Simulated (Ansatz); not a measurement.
Harmonic frequencies (cm⁻¹) at PBE0-D4/def2-TZVP from Ansatz: 92, 111, 152, 153, 283, 315, 396, 427, 555, 603, 804, 930, 1088, 1185, 1196, 1537, 1898, 2159, 2718, 3022, 3104.

Each molecule was computed in one conformer, which needn't be the lowest.

Problem. Which molecule is it?
A. `OC1=COC1`
B. `C=NB(S)[TeH]`
C. `FC1=CCB1`
D. `O[SiH2][AlH2]`

Solution. B.
